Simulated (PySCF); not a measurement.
CHBFNO2. Atoms are numbered in the order given.

```xyz
7

B      0.0150    -0.9686     0.0000
F      1.0835    -1.7697     0.0000
N      0.2145     0.4382     0.0000
C      0.0469     1.6253     0.0000
O     -0.0659     2.7889     0.0000
O     -1.2306    -1.4881     0.0000
H     -1.2370    -2.4546     0.0000
```
Charge 0, spin multiplicity 1.

Geometry: B3LYP-D3(BJ)/def2-SVP. The values are those of a single conformer.

All values below come from PBE/def2-TZVP in PySCF.

The molecule is in vacuum.

| Item | Value |
|---|---|
| total energy | -368.53389 hartree |
| point group | Cs |
| highest occupied level | -7.66 eV |
| lowest empty level | -1.36 eV |
| orbital gap | 6.30 eV |
| dipole moment | 2.38 D |
| quadrupole, principal values (traceless, Buckingham form, about the centre of nuclear charge) | -6.72, 2.27, 4.45 D·Å |
| mean static polarisability | 38.6 bohr³ (5.72 Å³) |
| polarisability, principal values | 23.3, 30.1, 62.5 bohr³ |
